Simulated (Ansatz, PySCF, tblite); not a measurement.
Potential energy curve for MgO, singlet.

Levels: GFN2-xTB, 300 K electronic temperature (tblite); RKS-B3LYP/6-31G* = restricted B3LYP/6-31G*, spherical d (PySCF 2.14.0); RKS-PBE = restricted PBE/cc-pVDZ in Ansatz (a first-principles code); RKS-CAM-B3LYP = restricted CAM-B3LYP/cc-pVDZ run with Ansatz.

Energies are in kcal/mol, each relative to the lowest point of its own curve near equilibrium.

| R / Å | GFN2-xTB | RKS-B3LYP/6-31G* | RKS-PBE | RKS-CAM-B3LYP |
|---|---|---|---|---|
| 1.39 | 36.3 | 66.7 | 70.6 | 64.6 |
| 1.48 | 11.7 | 30.7 | 33.9 | 29.3 |
| 1.58 | 1.3 | 9.6 | 11.7 | 8.8 |
| 1.65 | 0.0 | 2.7 | 3.9 | 2.3 |
| 1.68 | 0.4 | 1.1 | 2.0 | 0.9 |
| 1.73 | 1.9 | 0.0 | 0.3 | 0.0 |
| 1.76 | 3.2 | 0.0 | 0.0 | 0.2 |
| 1.85 | 8.5 | 2.6 | 1.7 | 3.3 |
| 1.90 | 12.0 | 5.1 | 4.0 | 6.2 |

At the longest distance, 1.90 Å, GFN2-xTB lies highest above its minimum (12.0 kcal/mol) and RKS-PBE lowest (4.0 kcal/mol).

The scan ran from 1.39 to 6.86 Å; beyond the distances shown full CI changes its symmetry label. The restricted form behind RKS-B3LYP/6-31G*, RKS-PBE, RKS-CAM-B3LYP keeps the bonding electrons paired and can't separate into open-shell fragments.
